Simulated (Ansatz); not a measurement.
One change: `CN[CH2][AlH][NH2]` becomes `CCNC`.

Ansatz, PBE0-D4/def2-TZVP geometries, multiplicity 1. Each molecule was computed in one conformer, which needn't be the lowest.

```json
{"property": "LUMO energy (B3LYP/def2-TZVPP) / eV", "`CN[CH2][AlH][NH2]`": "-0.39"}
{"property": "LUMO energy (PBE0/def2-TZVPP) / eV", "`CN[CH2][AlH][NH2]`": "-0.19"}
{"property": "size of the dipole moment (PBE/def2-TZVPP) / D", "`CN[CH2][AlH][NH2]`": "1.04"}
{"property": "HOMO–LUMO gap (ωB97M-V/def2-TZVPP) / eV", "`CN[CH2][AlH][NH2]`": "9.86"}
{"property": "size of the dipole moment (ωB97M-V/def2-TZVPP) / D", "`CN[CH2][AlH][NH2]`": "0.96"}
{"property": "HOMO–LUMO gap (PBE/def2-TZVPP) / eV", "`CN[CH2][AlH][NH2]`": "3.83"}
```

**Question.** Give the same properties after the change, and the shifts. (An estimate is asked.)

**Answer.** The calculation gave: 
```csv
property,`CCNC`,shift
LUMO energy (B3LYP/def2-TZVPP) / eV,0.88,1.27
LUMO energy (PBE0/def2-TZVPP) / eV,1.23,1.42
size of the dipole moment (PBE/def2-TZVPP) / D,0.82,-0.22
HOMO–LUMO gap (ωB97M-V/def2-TZVPP) / eV,11.40,1.54
size of the dipole moment (ωB97M-V/def2-TZVPP) / D,0.90,-0.06
HOMO–LUMO gap (PBE/def2-TZVPP) / eV,5.36,1.53
```

With PBE0 the HOMO falls by 0.22 eV and the LUMO rises by 1.42 eV, so the gap widens by about 1.64 eV. PBE moves the HOMO by -0.16 eV and ωB97M-V by -0.27 eV. Dipoles are sizes alone; their direction can turn.

B3LYP here is the variant with VWN-RPA as its local correlation; programs differ in this.
